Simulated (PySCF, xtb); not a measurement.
CBrCl2F, SMILES C(Cl)(Br)(Cl)F.

GFN2-xTB (xtb) at its own geometry gives an orbital gap of 4.30 eV and a dipole moment of 2.32 D.

The structure is a stationary point at PBE0-D3(BJ)/def2-SVP.

### Question
What does ωB97X/def2-TZVP run with PySCF give? (Estimate from the structure and the level; the computed values follow.)

### Answer
gap 11.64 eV (levels -11.08 and 0.56 eV), dipole 0.35 D.
